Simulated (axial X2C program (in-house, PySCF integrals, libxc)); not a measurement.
**YH: cheaper levels and CCSD(T), 2c**

All values were computed with an axial X2C code built on PySCF integrals. Two-component (2c) means X2C with spin–orbit coupling and atomic mean-field two-electron Coulomb and Gaunt terms. Basis: Y dyall-cv3z [11s12p9d6f3g], H dyall-v3z [6s2p1d] (cores contracted in-house); Gaussian nuclei, density fitting, unrestricted open shells. Masses: Y 88.906 u, H 1.008 u.

State: Ω = 0 (closed shell); fragments Y + H.

```
level  Re (Å)  ωe (cm⁻¹)
 PBE0   1.907     1546.5
   HF   1.954     1510.7
  MP2   1.916     1533.8
 CCSD   1.935     1496.6
  M06   1.916     1514.3
```

Correlated methods: 12 electrons correlated (number of frozen shells: Y 3 s, 2 p, 1 d; H none), 242 virtual spin orbitals or spinors in MP2, 90 natural virtuals in coupled cluster.

CCSD(T), same Hamiltonian and basis:

Re = 1.935 Å, ωe = 1490.2 cm⁻¹; T1 = 0.021 (Lee–Taylor normalisation).

Question: Give the differences from CCSD(T) in the columns below.

Answer: 

| level | ΔRe (Å) | Δωe (cm⁻¹) |
| --- | --- | --- |
| PBE0 | -0.028 | 56 |
| HF | 0.019 | 20 |
| MP2 | -0.019 | 44 |
| CCSD | 0.000 | 6 |
| M06 | -0.019 | 24 |

One determinant describes the state; a PBE0 search over occupations chose it and may have missed a lower one. The closed shell is kept restricted, so the energy runs too high when the bond is stretched far. De is not given where an atomic determinant may have missed its ground term or J level, or where the truncated virtual space spoils (T). Coupled cluster ran in a truncated set of natural virtual spinors; the MP2 energy of the rest was added. (T) has no such correction and the atoms are truncated less, which lowers De at CCSD(T) by a hundredth of an eV or more. Other states lie close and PBE0, whose exact exchange favours high spin, may order them wrongly; the determinant shown need not be the ground state. The nearest other 2c determinant of the search, Ω = 1, lies 0.46 eV up at the distance of the search. Without a current term, density functionals place determinants with orbital angular momentum somewhat too high.
